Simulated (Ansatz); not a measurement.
**How methods differ on GaH2F (SMILES [H][Ga]([H])[F])**

GaH2F has 4 atoms, charge 0, and is taken as a singlet. As SMILES, `[H][Ga]([H])[F]`. Geometry: a GFN2-xTB relaxation, a rough one for these elements and not checked as a minimum.

```xyz
4

Ga    0.0512    0.0853    0.0008
H     1.5869   -0.0600    0.0139
H    -0.7975    1.3736   -0.0190
F    -0.8407   -1.3989    0.0043
```

Quantity: the energy change with the Ga1–H3 bond stretched from 1.543 to 3.857 Å, in eV. The values are calculated.

| level | kind | program | value (eV) | less FCI/STO-3G | CPU time (all runs) |
| --- | --- | --- | --- | --- | --- |
| HF/STO-3G (restricted) | Hartree–Fock | Ansatz | 9.26 | +6.73 | 0.42 s |
| SVWN5/STO-3G (restricted) | LDA | Ansatz | 5.74 | +3.21 | 3.7 s |
| PBE/STO-3G (restricted) | GGA | Ansatz | 5.41 | +2.88 | 5.7 s |
| revPBE/STO-3G (restricted) | GGA | Ansatz | 5.26 | +2.73 | 6 s |
| r2SCAN/STO-3G (restricted) | meta-GGA | Ansatz | 5.74 | +3.21 | 13 s |
| PBE0/STO-3G (restricted) | global hybrid | Ansatz | 6.39 | +3.86 | 4.2 s |
| CAM-B3LYP/STO-3G (restricted) | range-separated hybrid | Ansatz | 7.05 | +4.52 | 4.5 s |
| B2PLYP/STO-3G (restricted) | double hybrid | Ansatz | 4.58 | +2.05 | 8.3 s |
| CCSD(T)/STO-3G (unrestricted) | coupled cluster or CI | Ansatz | 2.68 | +0.15 | 4 s |
| FCI/STO-3G | exact in the basis | Ansatz | 2.53 | 0.00 | 67 s |

FCI/STO-3G is exact within its basis and frozen core, so for wave-function methods in that basis the difference is their error; functionals converge differently with the basis, so for them it is only a difference. A spin-restricted reference rises too steeply as a bond breaks; here HF/STO-3G, SVWN5/STO-3G, PBE/STO-3G, revPBE/STO-3G, r2SCAN/STO-3G, PBE0/STO-3G, CAM-B3LYP/STO-3G, B2PLYP/STO-3G lie well above the multireference or unrestricted value. All-electron rows without a relativistic Hamiltonian named are non-relativistic. The first shape isn't each level's own minimum. The values span 2.53 to 9.26 eV. Spin contamination of the reference (⟨S²⟩ at least 0.1 too high) touches CCSD(T)/STO-3G. All rows use very small basis sets, so none should be taken for the real molecule's value. In the correlated wave-function rows the outer d shell of Ga is correlated, in sets not made for it. CPU times are rough (shared hosts, several kinds of processor and program).
